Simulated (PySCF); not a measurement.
Species: C₅H₆S₂.
Z-matrix (Å and degrees, GFN2-xTB geometry), rows numbered from 1:
```
C 
S   1  1.8138
C   2  1.7572  1  101.99
C   3  1.4221  2  120.13  1   179.68
C   4  1.3526  3  112.38  2   179.84
S   5  1.7199  4  112.24  3     0.09
C   3  1.3598  2  127.31  1    -0.47
H   1  1.0852  2  106.06  3  -179.94
H   1  1.0859  2  109.75  3    61.25
H   1  1.0858  2  109.67  3   -61.10
H   4  1.0745  3  122.80  2    -0.11
H   5  1.0713  4  128.40  3  -179.97
H   7  1.0702  3  129.52  2     0.26
```

Method used: wB97X-D/def2-SVPD in PySCF (dipole) on a GFN2-xTB geometry, gas phase.

Masses are those of the commonest isotopes; rigid-rotor values at the optimised geometry. The values belong to one conformer with, in the numbering `[CH3:1][S:2][c:3]1[cH:4][cH:5][s:6][cH:7]1`, C1–S2–C3–C4 180°.

Task: What are A, B and C (MHz)?

Result: Ia = 108.09, Ib = 438.65, Ic = 543.50 u·Å²; 505379 MHz·u·Å²/I gives A = 4676, B = 1152, C = 929.9 MHz.

Task: Classify the top.

Result: An asymmetric top. Ray's parameter κ = (2B − A − C)/(A − C) = -0.881; −1 is the prolate and +1 the oblate limit.

Task: What does the inertial defect say?

Result: Not planar: Δ = Ic − Ia − Ib = -3.23 u·Å². For a rigid frame Δ = −2 Σ m c², so Σ m c² = 1.62 u·Å² lies off the ab plane, practically all of it from hydrogen. The atom farthest from that plane is 0.90 Å away.

Task: Give the other two planar moments, Paa and Pbb, and the rms extents of the mass along the axes.

Result: Paa = Σ m a² = (Ib + Ic − Ia)/2 = 437.03 and Pbb = Σ m b² = (Ia + Ic − Ib)/2 = 106.47 u·Å². With the mass M = 129.99 u, the rms extents √(P/M) along a, b and c are 1.83, 0.91, 0.11 Å.

Task: Give the coordinates in the principal-axis frame, origin at the centre of mass.

Result: The sense of each axis is arbitrary; atoms in the order of the calculation.
```csv
atom,mass (u),a (Å),b (Å),c (Å)
C1,12.000,2.627,1.152,-0.005
S2,31.972,1.988,-0.545,0.003
C3,12.000,0.250,-0.281,0.000
C4,12.000,-0.641,-1.389,-0.003
C5,12.000,-1.938,-1.007,-0.002
S6,31.972,-2.112,0.704,0.001
C7,12.000,-0.401,0.912,0.002
H8,1.008,3.709,1.065,-0.004
H9,1.008,2.296,1.673,0.889
H10,1.008,2.295,1.664,-0.902
H11,1.008,-0.301,-2.409,-0.005
H12,1.008,-2.814,-1.624,-0.002
H13,1.008,-0.004,1.906,0.003
```

Task: Which types of transition are allowed, and where do some lines up to J = 3 fall?

Result: The dipole components are |μa| = 0.34 D, |μb| = 0.95 D, |μc| = 0.00 D; the mirror of this Cs structure is the ab plane, so μc vanishes by symmetry (the 0.01 D computed is a residue) and there are no c-type lines. The squared components, which scale the intensities, stand as 0.13 : 1.00 (a : b). Some lines, for components of 0.1 D or more:

```
type  branch         J(Ka,Kc)    MHz  lower level (cm⁻¹)
   b       R  2(0,2) ← 1(1,1)    630               0.187
   a       Q  2(1,1) ← 2(1,2)    667               0.318
   a       Q  3(1,2) ← 3(1,3)   1333               0.515
   a       R  1(0,1) ← 0(0,0)   2082               0.000
   b       Q  1(1,0) ← 1(0,1)   3746               0.069
   b       Q  2(1,1) ← 2(0,2)   3978               0.208
   b       Q  3(1,2) ← 3(0,3)   4346               0.415
   a       R  3(1,3) ← 2(1,2)   5906               0.318
   a       R  3(1,2) ← 2(1,1)   6573               0.341
   b       R  3(1,3) ← 2(0,2)   9218               0.208
   b       Q  2(2,0) ← 2(1,1)  10581               0.341
   b       Q  3(2,2) ← 3(1,3)  11577               0.515
   b       R  2(2,1) ← 1(1,0)  14957               0.194
   b       R  2(2,0) ← 1(1,1)  15189               0.187
   b       R  3(2,2) ← 2(1,1)  16816               0.341
   b       Q  3(3,0) ← 3(2,1)  18129               0.903
   b       Q  3(3,1) ← 3(2,2)  18179               0.902
   b       R  3(3,1) ← 2(2,0)  24415               0.694
   b       R  3(3,0) ← 2(2,1)  24426               0.693
```

Not checked by GFN2-xTB frequencies. Constants of a rigid frame at the computed geometry: no zero-point averaging, no centrifugal distortion. A rigid rotor knows nothing of internal rotation, which can split or shift real lines.
